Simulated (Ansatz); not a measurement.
`C=[CH][SnH2][CH]=C` + `CC(C)(C)Cl` → `C=[CH][SnH2][Cl]` + `C=CC(C)(C)C`  (formal exchange of groups at the Sn–C bond)

Program: Ansatz. Geometries: PBE0-D4/def2-TZVP. ΔE: electronic, gas phase. CCSD(T)/CBS is the MP2 limit (def2-TZVPP, def2-QZVPP) plus CCSD(T) − MP2 in def2-TZVPP, frozen cores. Functionals use def2-TZVPP. B3LYP here is the variant with VWN-RPA as its local correlation; programs differ in this. def2 core potentials past Kr. For Sn outer-core shells are correlated without core-valence functions, which leaves a few kJ/mol of doubt a bond. Each species was taken in one conformer, which may not be the lowest.

```tsv
level	ΔE (kJ/mol)
PBE-D4	-125.4
PBE0-D4	-131.3
B3LYP-D4	-130.2
ωB97X-V	-130.7
r2SCAN	-131.2
B3LYP	-129.7
CCSD/def2-TZVPP	-127.3
MP2/def2-QZVPP	-128.8
```

(1) What does CCSD(T)/CBS give? (Best estimate.)

Largest T1 diagnostic among the species: 0.013.

Results:

(1) Ansatz gave: -127.1 kJ/mol. The listed levels differ from it by 1.7, -4.2, -3.1, -3.6, -4.1, -2.6, -0.2, -1.7 kJ/mol.

From PBE to PBE0 (25 % exact exchange), in def2-TZVPP and without D4, ΔE moves by −6.1 kJ/mol. In def2-TZVPP, CCSD(T) changes the Hartree–Fock value by +18.5 kJ/mol (the triples alone add +3.4 kJ/mol) and MP2 by +15.9 kJ/mol.
